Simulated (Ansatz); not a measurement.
Reaction (substitution at a C–B bond): `CB1C=C(F)[SiH2]1` + `C[SiH](N)O` → `CO[SiH](C)N` + `FC1=CB[SiH2]1`

Computed with Ansatz on PBE0-D4/def2-TZVP structures; ΔE is electronic, products minus reactants. CCSD(T)/CBS adds triple-zeta CCSD(T) − MP2 to the extrapolated MP2 energy (def2 sets, frozen cores). Functionals use def2-TZVPP. One conformer a species, not always the lowest.

```json
{"level": "r2SCAN-D4", "ΔE (kJ/mol)": "108.4"}
{"level": "PBE", "ΔE (kJ/mol)": "108.3"}
{"level": "HF/def2-QZVPP", "ΔE (kJ/mol)": "91.6"}
{"level": "CCSD/CBS(def2)", "ΔE (kJ/mol)": "105.7"}
```

What does CCSD(T)/CBS give? (Estimate.)

Computed: +106.3 kJ/mol. The listed levels differ from it by 2.1, 2.0, -14.7, -0.6 kJ/mol.

Largest T1 diagnostic among the species: 0.014.

In def2-TZVPP, CCSD(T) changes the Hartree–Fock value by +12.0 kJ/mol (the triples alone add +0.7 kJ/mol) and MP2 by +18.0 kJ/mol.
